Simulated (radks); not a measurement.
All-electron atom: a nucleus of charge 48.9 with 48 electrons in [Kr] 4d10 5s2.

Method: Dirac Kohn-Sham, PBEsol, spin-unpolarised, spherical densities, point nucleus; computed with a radial shooting solver on a logarithmic mesh with Libxc functionals.

Energy parts (eV):
total: -159221.373
kinetic: 167262.355
electron-nucleus: -386152.164
Hartree: 63928.001
exchange-correlation: -4259.564

Orbitals (lengths in bohr, moments of r in powers of bohr):
1s1/2: occ. 2; eigenvalue (eV) -27604.49; <r> 0.02979; small-component weight 3.22e-02
2s1/2: occ. 2; eigenvalue (eV) -4134.449; <r> 0.1285; small-component weight 6.78e-03
2p1/2: occ. 2; eigenvalue (eV) -3855.936; <r> 0.1088; small-component weight 6.80e-03
2p3/2: occ. 4; eigenvalue (eV) -3647.131; <r> 0.1140; small-component weight 6.51e-03
3s1/2: occ. 2; eigenvalue (eV) -788.3363; <r> 0.3495; small-component weight 1.94e-03
3p1/2: occ. 2; eigenvalue (eV) -676.0194; <r> 0.3406; small-component weight 1.89e-03
3p3/2: occ. 4; eigenvalue (eV) -638.3466; <r> 0.3517; small-component weight 1.81e-03
3d3/2: occ. 4; eigenvalue (eV) -439.5200; <r> 0.3234; small-component weight 1.69e-03
3d5/2: occ. 6; eigenvalue (eV) -431.8046; <r> 0.3269; small-component weight 1.67e-03
4s1/2: occ. 2; eigenvalue (eV) -124.6562; <r> 0.8511; small-component weight 5.13e-04
4p1/2: occ. 2; eigenvalue (eV) -88.0255; <r> 0.9049; small-component weight 4.53e-04
4p3/2: occ. 4; eigenvalue (eV) -81.4385; <r> 0.9356; small-component weight 4.28e-04
4d3/2: occ. 4; eigenvalue (eV) -25.0086; <r> 1.179; small-component weight 2.79e-04
4d5/2: occ. 6; eigenvalue (eV) -24.1622; <r> 1.196; small-component weight 2.72e-04
5s1/2: occ. 2; eigenvalue (eV) -13.9635; <r> 2.503; small-component weight 6.36e-05

The highest occupied level is 5s1/2 at -13.963 eV. The density falls to 0.001 e/bohr^3 at r = 4.01 bohr.
